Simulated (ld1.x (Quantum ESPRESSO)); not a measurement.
## An all-electron radial function and its pseudo partner (Ti)

Columns: radius, all-electron u(r) and pseudo u(r) of the 3s shell (level -69.63 eV) of titanium in the configuration [Ne] 3s2 3p6 3d2 4s1 4p0; LDA (PZ), scalar-relativistic, TM scheme, ld1.x (Quantum ESPRESSO) 7.5.

```json
{"r (bohr)": "0.085", "all-electron": "0.0520", "pseudo": "0.1469"}
{"r (bohr)": "0.170", "all-electron": "-0.4945", "pseudo": "0.2909"}
{"r (bohr)": "0.255", "all-electron": "-0.5531", "pseudo": "0.4291"}
{"r (bohr)": "0.340", "all-electron": "-0.2769", "pseudo": "0.5586"}
{"r (bohr)": "0.425", "all-electron": "0.1113", "pseudo": "0.6769"}
{"r (bohr)": "0.510", "all-electron": "0.4780", "pseudo": "0.7811"}
{"r (bohr)": "0.595", "all-electron": "0.7652", "pseudo": "0.8685"}
{"r (bohr)": "0.680", "all-electron": "0.9592", "pseudo": "0.9366"}
{"r (bohr)": "0.765", "all-electron": "1.0678", "pseudo": "0.9831"}
{"r (bohr)": "0.850", "all-electron": "1.1075", "pseudo": "1.0061"}
{"r (bohr)": "0.935", "all-electron": "1.0961", "pseudo": "1.0053"}
{"r (bohr)": "1.020", "all-electron": "1.0496", "pseudo": "0.9813"}
{"r (bohr)": "1.105", "all-electron": "0.9810", "pseudo": "0.9366"}
{"r (bohr)": "1.190", "all-electron": "0.9003", "pseudo": "0.8754"}
{"r (bohr)": "1.275", "all-electron": "0.8145", "pseudo": "0.8027"}
{"r (bohr)": "1.360", "all-electron": "0.7285", "pseudo": "0.7241"}
{"r (bohr)": "1.445", "all-electron": "0.6458", "pseudo": "0.6446"}
{"r (bohr)": "1.530", "all-electron": "0.5681", "pseudo": "0.5679"}
{"r (bohr)": "1.615", "all-electron": "0.4967", "pseudo": "0.4967"}
{"r (bohr)": "1.700", "all-electron": "0.4320", "pseudo": "0.4320"}
{"r (bohr)": "1.785", "all-electron": "0.3741", "pseudo": "0.3741"}
{"r (bohr)": "1.870", "all-electron": "0.3227", "pseudo": "0.3227"}
{"r (bohr)": "1.955", "all-electron": "0.2774", "pseudo": "0.2774"}
{"r (bohr)": "2.040", "all-electron": "0.2379", "pseudo": "0.2379"}
{"r (bohr)": "2.125", "all-electron": "0.2034", "pseudo": "0.2034"}
{"r (bohr)": "2.210", "all-electron": "0.1736", "pseudo": "0.1736"}
```

(1) How many radial nodes do the two functions have?

(2) At about which radius was the pseudo-wave matched?

(3) Is the pseudo-wave norm-conserving?

Answers

(1) The all-electron 3s function has n − l − 1 = 2; the pseudo-wave has 0, since the states of the same l below it are removed with the core.

(2) 1.70 bohr. The columns agree to 0.0005 from 1.53 bohr on; several derivatives are matched, so the curves merge somewhat inside the radius.

(3) Yes: the TM scheme keeps the norm inside the radius equal to the all-electron one, which fixes the energy derivative of the logarithmic derivative at the level.
